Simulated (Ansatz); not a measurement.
Total energies of SiH2MeBr (CH₅BrSi) from Ansatz at PBE-D4/def2-TZVPD, gas phase (1 Eh = 27.2114 eV = 2625.5 kJ/mol). The reference geometry is relaxed at r2SCAN-D4/def2-TZVP.

Cartesian coordinates in Å:
```
Si -0.540 0.590 0.280
H -0.803 1.692 -0.676
H -0.202 1.158 1.607
C 0.791 -0.550 -0.337
H 1.723 0.003 -0.479
H 0.506 -0.997 -1.292
H 0.973 -1.355 0.378
Br -2.449 -0.541 0.520
```

```csv
state,geometry,energy (Eh)
charge 0 singlet,reference,-2904.24441
charge -1 doublet,reference,-2904.21484
free Si atom (triplet),–,-289.22297
free H atom (doublet),–,-0.49962
free C atom (triplet),–,-37.79605
free Br atom (doublet),–,-2573.72119
```

(1) Work out the vertical electron affinity, to the doublet.

(2) What is the binding energy per atom against free atoms?

(1) E(charge 0 singlet) − E(charge -1 doublet) = -2904.24441 − (-2904.21484) = -0.02957 Eh = -0.80 eV; negative, so the extra electron isn't bound.

(2) Atoms: 1 × (-289.22297) + 5 × (-0.49962) + 1 × (-37.79605) + 1 × (-2573.72119) = -2903.23831 Eh. Binding: -2903.23831 − (-2904.24441) = 1.00610 Eh = 27.38 eV, or 3.42 eV for each of 8 atoms (no zero-point energy, no counterpoise term).

At PBE-D4/def2-TZVPD the highest occupied level of the charge -1 doublet lies above zero (up to 2.37 eV). By energy differences it is unbound by 0.80 eV (vertical, to the charge 0 singlet, at PBE-D4/def2-TZVPD) and held by the finite basis. At PBE-D4/def2-TZVPD the gap within one spin of the charge -1 doublet nearly closes, so an electron or hole may be smeared out by delocalisation error.
